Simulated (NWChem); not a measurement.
System: Si2H2Cl2F2; SMILES Cl[SiH]([SiH](F)F)Cl

Input file for NWChem:

```
start job
memory heap 200 mb stack 900 mb global 1100 mb
geometry units angstroms noautoz
  Si     0.003022    -1.556105     0.365324
  F      1.316460    -2.350549    -0.190324
  F     -1.315013    -2.349687    -0.180555
  Si     0.001079     0.614863    -0.523908
  Cl    -1.702729     1.556727     0.204850
  Cl     1.707618     1.556049     0.199439
  H      0.008553    -1.599426     1.860694
  H     -0.001282     0.711417    -2.018480
end
basis spherical
  * library 6-31g*
end
dft
  xc b3lyp
  grid fine
  iterations 150
  mulliken
end
task dft gradient
```

Excerpt of the output:

```
             Northwest Computational Chemistry Package (NWChem) 7.3.0
             --------------------------------------------------------

 C1  symmetry detected

                             Geometry "geometry" -> ""
                             -------------------------

 Output coordinates in angstroms (scale by  1.889725989 to convert to a.u.)

  No.       Tag          Charge          X              Y              Z
 ---- ---------------- ---------- -------------- -------------- --------------
    1 Si                  14.0000     0.00039251    -1.50620643     0.38337253
    2 F                    9.0000     1.31500762    -2.31219286    -0.15251772
    3 F                    9.0000    -1.31647999    -2.31134014    -0.14820911
    4 Si                  14.0000     0.00020539     0.64533566    -0.55188464
    5 Cl                  17.0000    -1.70514262     1.60236234     0.15313013
    6 Cl                  17.0000     1.70520830     1.60185062     0.15478470
    7 H                    1.0000     0.00283200    -1.51767765     1.87933416
    8 H                    1.0000     0.00093220     0.71004507    -2.04817534

 Effective nuclear repulsion energy (a.u.)     525.2219852167

                                 NWChem DFT Module
                                 -----------------

 Summary of "ao basis" -> "ao basis" (spherical)
 ------------------------------------------------------------------------------
       Tag                 Description            Shells   Functions and Types
 ---------------- ------------------------------  ------  ---------------------
 Si                          6-31g*                  8       18   4s3p1d
 F                           6-31g*                  6       14   3s2p1d
 Cl                          6-31g*                  8       18   4s3p1d
 H                           6-31g*                  2        2   2s

            General Information
            -------------------
          SCF calculation type: DFT
          Wavefunction type:  closed shell.
          No. of atoms     :     8
          No. of electrons :    82
           Alpha electrons :    41
            Beta electrons :    41
          Charge           :     0
          Spin multiplicity:     1
          Use of symmetry is: off; symmetry adaption is: off
          Maximum number of iterations: 150
          AO basis - number of functions:   104
                     number of shells:    48
          Convergence on energy requested:  1.00D-06
          Convergence on density requested:  1.00D-05
          Convergence on gradient requested:  5.00D-04

              XC Information
              --------------
                         B3LYP Method XC Potential
                     Hartree-Fock (Exact) Exchange  0.200
                        Slater Exchange Functional  0.800 local
                    Becke 1988 Exchange Functional  0.720 non-local
              Lee-Yang-Parr Correlation Functional  0.810
                  VWN I RPA Correlation Functional  0.190 local

             Grid Information
             ----------------
          Grid used for XC integration:  fine
          Radial quadrature: Mura-Knowles
          Angular quadrature: Lebedev.
          Tag              B.-S. Rad. Rad. Pts. Rad. Cut. Ang. Pts.
          ---              ---------- --------- --------- ---------
          Si                  1.10      123          10.0       770
          F                   0.50       70          12.0       590
          Cl                  1.00      123          11.0       770
          H                   0.35       60          11.0       590
          Grid pruning is: on
          Number of quadrature shells:   752
          Spatial weights used:  Erf1

      Superposition of Atomic Density Guess
      -------------------------------------

 Sum of atomic energies:       -1696.27690960

      Non-variational initial energy
      ------------------------------

 Total energy =   -1697.404573
 1-e energy   =   -3398.678753
 2-e energy   =    1176.052195
 HOMO         =      -0.301857
 LUMO         =       0.019819

     ---------------------------------------------
      Total Density - Mulliken Population Analysis
     ---------------------------------------------

    Atom       Charge   Shell Charges
 -----------   ------   -------------------------------------------------------
    1 Si  14    12.61   2.00  2.00  5.97  0.87  1.12  0.23  0.24  0.18
    2 F    9     9.62   2.00  0.95  3.47  1.00  2.19  0.01
    3 F    9     9.62   2.00  0.95  3.47  1.00  2.19  0.01
    4 Si  14    13.21   2.00  2.00  5.97  0.94  1.39  0.33  0.42  0.15
    5 Cl  17    17.41   2.00  2.00  5.98  1.37  3.70  0.57  1.77  0.01
    6 Cl  17    17.41   2.00  2.00  5.98  1.37  3.70  0.57  1.77  0.01
    7 H    1     1.08   0.46  0.62
    8 H    1     1.04   0.47  0.57

   convergence    iter        energy       DeltaE   RMS-Dens  Diis-err
 ---------------- ----- ----------------- --------- --------- ---------
 d= 0,ls=0.0,diis     1  -1700.3327644567 -2.23D+03  1.91D-02  1.10D+00
 d= 0,ls=0.0,diis     2  -1700.2132813449  1.19D-01  1.02D-02  2.50D+00
 d= 0,ls=0.0,diis     3  -1700.4666937487 -2.53D-01  1.55D-03  2.79D-02
 d= 0,ls=0.0,diis     4  -1700.4680956927 -1.40D-03  7.93D-04  6.36D-03
 d= 0,ls=0.0,diis     5  -1700.4689345988 -8.39D-04  1.62D-04  2.66D-04
  Resetting Diis
 d= 0,ls=0.0,diis     6  -1700.4689713952 -3.68D-05  2.84D-05  5.51D-06
 d= 0,ls=0.0,diis     7  -1700.4689722558 -8.61D-07  9.50D-06  2.69D-07

         Total DFT energy =    -1700.468972255796
      One electron energy =    -3400.473264621995
           Coulomb energy =     1295.056712681337
    Exchange-Corr. energy =     -120.274405531860
 Nuclear repulsion energy =      525.221985216722

 Numeric. integr. density =       82.000000498430

                       DFT Final Molecular Orbital Analysis
                       ------------------------------------

 Vector   39  Occ=2.000000D+00  E=-3.516408D-01
              MO Center=  9.4D-02,  1.3D+00, -1.1D-02, r^2= 4.4D+00
   Bfn.  Coefficient  Atom+Function         Bfn.  Coefficient  Atom+Function
  ----- ------------  ---------------      ----- ------------  ---------------
    91      0.447508  6 Cl pz                73      0.387223  5 Cl pz
    72      0.240274  5 Cl py                95      0.234944  6 Cl pz
    77      0.202048  5 Cl pz                90      0.194725  6 Cl py
   104      0.189586  8 H  s                 87     -0.174568  6 Cl pz
    56      0.151176  4 Si s                 69     -0.150974  5 Cl pz

 Vector   40  Occ=2.000000D+00  E=-3.413532D-01
              MO Center=  1.2D-04,  1.5D+00,  1.1D-01, r^2= 4.2D+00
   Bfn.  Coefficient  Atom+Function         Bfn.  Coefficient  Atom+Function
  ----- ------------  ---------------      ----- ------------  ---------------
    71      0.393830  5 Cl px                89      0.393973  6 Cl px
    72      0.271334  5 Cl py                90     -0.271442  6 Cl py
    73      0.223141  5 Cl pz                91     -0.222794  6 Cl pz
    75      0.211514  5 Cl px                93      0.211585  6 Cl px
    67     -0.152856  5 Cl px                85     -0.152912  6 Cl px

 Vector   41  Occ=2.000000D+00  E=-3.089532D-01
              MO Center=  3.0D-04,  2.0D-01, -1.7D-02, r^2= 4.9D+00
   Bfn.  Coefficient  Atom+Function         Bfn.  Coefficient  Atom+Function
  ----- ------------  ---------------      ----- ------------  ---------------
    72      0.284062  5 Cl py                90      0.284073  6 Cl py
    54     -0.264666  4 Si py                 8      0.256499  1 Si py
   104     -0.198513  8 H  s                102     -0.192881  7 H  s
     9     -0.187260  1 Si pz                73     -0.182307  5 Cl pz
    91     -0.182174  6 Cl pz                 6      0.169272  1 Si s

 Vector   42  Occ=0.000000D+00  E=-4.475123D-02
              MO Center= -1.0D-02,  1.6D-01, -2.0D-01, r^2= 5.0D+00
   Bfn.  Coefficient  Atom+Function         Bfn.  Coefficient  Atom+Function
  ----- ------------  ---------------      ----- ------------  ---------------
    58      0.755571  4 Si py                59      0.504277  4 Si pz
    74     -0.459829  5 Cl s                 75     -0.395241  5 Cl px
    12      0.375780  1 Si py                93      0.351583  6 Cl px
    92     -0.345508  6 Cl s                 54      0.296783  4 Si py
    52      0.281499  4 Si s                104      0.266593  8 H  s

 Vector   43  Occ=0.000000D+00  E=-4.470744D-02
              MO Center=  1.1D-02, -1.0D-01, -2.5D-01, r^2= 4.5D+00
   Bfn.  Coefficient  Atom+Function         Bfn.  Coefficient  Atom+Function
  ----- ------------  ---------------      ----- ------------  ---------------
    57      0.804620  4 Si px                92     -0.450501  6 Cl s
    53      0.394715  4 Si px                74      0.332611  5 Cl s
    11      0.297936  1 Si px                 7      0.281980  1 Si px
    94      0.226727  6 Cl py                76     -0.213764  5 Cl py
    93      0.204089  6 Cl px                90      0.202445  6 Cl py

[...]

                         DFT ENERGY GRADIENTS

    atom               coordinates                        gradient
                 x          y          z           x          y          z
   1 Si      0.000742  -2.846317   0.724469    0.000019   0.016938   0.005510
   2 F       2.485004  -4.369411  -0.288217    0.013156  -0.007975  -0.005068
   3 F      -2.487786  -4.367800  -0.280075   -0.013181  -0.007969  -0.005025
   4 Si      0.000388   1.219508  -1.042911   -0.000005   0.001306   0.002090
   5 Cl     -3.222252   3.028026   0.289374   -0.001275  -0.000588   0.001541
   6 Cl      3.222376   3.027059   0.292501    0.001273  -0.000595   0.001547
   7 H       0.005352  -2.867995   3.551427    0.000011  -0.000623   0.005869
   8 H       0.001762   1.341791  -3.870490    0.000002  -0.000494  -0.006465
```

Level: B3LYP/6-31G* (spherical d). Coordinates come from a PBE-D3(BJ)/def2-SVP optimisation.
